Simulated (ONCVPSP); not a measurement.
## Which change was made? (B, ONCV)

ONCVPSP 4.0.1 input, shortened (lines: element, Z, core and valence counts, functional; n l f; lmax; l rc ep ncon nbas qcut; lloc lpopt rc5 dvloc0; l nproj debl; icmod fcfact rcfact), LDA (Perdew-Wang 92), scalar-relativistic:

```
  B 5.00    1    2  -001012      upf
    1    0    2.00
    2    0    2.00
    2    1    1.00
    2
    0    1.65    0.00    4    9    3.50
    1    3.75    0.00    5    9    3.90
    2    3.40    0.36    4    7    3.10
    4    5    1.55    2.00
    0    2    2.40
    1    1    2.20
    2    2    0.40
    1    0.35    0.00
```

Cutoffs, loose and tight: the cutoffs (Ha) at which the residual kinetic energy of the hardest occupied pseudo-wave falls to 1 and 0.1 mHa per electron. They do not see the model core or the augmentation charge, which bear on the density cutoff. Test errors are all-electron minus pseudo excitation energies from the reference, over the configurations 2s2 2p0; 2s1 2p0; 2s2 2p0.5; 2s1 2p2; variants that change the core or the reference have their own tests.

The base gives: outcome: generated; cutoff, loose: 14 Ha; cutoff, tight: 78 Ha; bound ghosts: none; GHOST(+) flags above zero: none; largest test error (meV): +449.

(1) After one change the result is: outcome: generated; cutoff, loose: 14 Ha; cutoff, tight: 78 Ha; bound ghosts: none; GHOST(+) flags above zero: none; largest test error (meV): +574. Which change was it?
A. p: qcut 3.3
B. p: qcut 2.7
C. p: qcut 5

Answers

(1) A. The others give: p: qcut 5 → outcome: generated; cutoff, loose: 14 Ha; cutoff, tight: 78 Ha; bound ghosts: none; GHOST(+) flags above zero: none; largest test error (meV): +329 | p: qcut 2.7 → outcome: generated; cutoff, loose: 14 Ha; cutoff, tight: 78 Ha; bound ghosts: none; GHOST(+) flags above zero: none; largest test error (meV): +770.
